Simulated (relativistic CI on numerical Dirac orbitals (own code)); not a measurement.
# Energy levels of Sm XXXIV

These numbers are calculated, not measured: Dirac-Coulomb-Breit CI, separate exchange-only KLI orbitals for each configuration, model QED, unscaled Slater integrals (own radial code, finite nucleus).

Configurations in the expansion (outside the closed core [Ar]): 3d¹⁰4s, 3d¹⁰4p, 3d¹⁰4d, 3d¹⁰4f, 3d¹⁰5s, 3d¹⁰5p, 3d¹⁰5d, 3d¹⁰5f, 3d¹⁰5g, 3d¹⁰6s, 3d¹⁰6p, 3d¹⁰6d, 3d⁹4s², 3d¹⁰6f, 3d¹⁰7s, 3d⁹4s4p, 3d¹⁰8s, 3d⁹4s4d, 3d⁹4s4f, 3d⁹4s5s, 3d⁹4s5p, 3d⁹4s5d, 3d⁹4s5f. Double excitations out of closed p, d and f shells are left out; levels of such configurations are missing from the list, as are those of other unlisted configurations, and high levels can miss mixing partners.

The lowest level is 3d¹⁰4s ²S1/2, with 100 % of that term; Hund's rules for 3d¹⁰4s give ²S with J = 1/2, in agreement.

```csv
No.,Configuration,Term,J,E (10³ cm⁻¹),%,Landé g
1,3d¹⁰4s,²S,1/2,0.0,100,1.998
2,3d¹⁰4p,²P°,1/2,562.5,100,0.662
3,3d¹⁰4p,²P°,3/2,879.0,100,1.331
4,3d¹⁰4d,²D,3/2,1780.7,100,0.797
5,3d¹⁰4d,²D,5/2,1846.3,100,1.198
6,3d¹⁰4f,²F°,5/2,2810.8,100,0.854
7,3d¹⁰4f,²F°,7/2,2823.6,100,1.141
8,3d¹⁰5s,²S,1/2,4538.5,100,2.000
9,3d¹⁰5p,²P°,1/2,4808.0,100,0.664
10,3d¹⁰5p,²P°,3/2,4953.6,100,1.332
11,3d¹⁰5d,²D,3/2,5376.1,100,0.798
12,3d¹⁰5d,²D,5/2,5407.4,100,1.199
13,3d¹⁰5f,²F°,5/2,5830.9,100,0.855
14,3d¹⁰5f,²F°,7/2,5838.8,100,1.142
15,3d¹⁰5g,²G,7/2,6030.4,100,0.887
16,3d¹⁰5g,²G,9/2,6033.4,100,1.110
17,3d¹⁰6s,²S,1/2,6764.4,100,2.001
18,3d¹⁰6p,²P°,1/2,6913.1,100,0.664
19,3d¹⁰6p,²P°,3/2,6992.5,100,1.333
20,3d¹⁰6d,²D,3/2,7224.4,100,0.798
21,3d¹⁰6d,²D,5/2,7241.9,100,1.199
22,3d⁹4s²,²D,5/2,7445.5,100,1.193
23,3d¹⁰6f,²F°,5/2,7470.2,100,0.856
24,3d¹⁰6f,²F°,7/2,7475.1,100,1.142
25,3d⁹4s²,²D,3/2,7666.4,100,0.792
26,3d⁹4s4p,⁴P°,5/2,7916.1,37,1.316
27,3d⁹4s4p,²F°,5/2,7956.6,44,1.123
28,3d⁹4s4p,⁴F°,7/2,7958.9,45,1.250
29,3d⁹4s4p,²P°,3/2,7968.2,30,1.152
30,3d¹⁰7s,²S,1/2,8024.8,100,2.001
```

Energies count from the lowest computed level; ° marks odd parity.

The mean weight of the leading LS term, summed over parents, in these 30 levels is 92 %, and that of the leading jj configuration (from the same eigenvectors) 100 %.

At this charge energies of transitions that change n are usually good to better than 1 %, and those within a shell (Δn = 0) to a few per cent.

LS names give the leading component of a level, which can be under half, so a name can repeat, a term be missing and a line seem to break the LS rules.
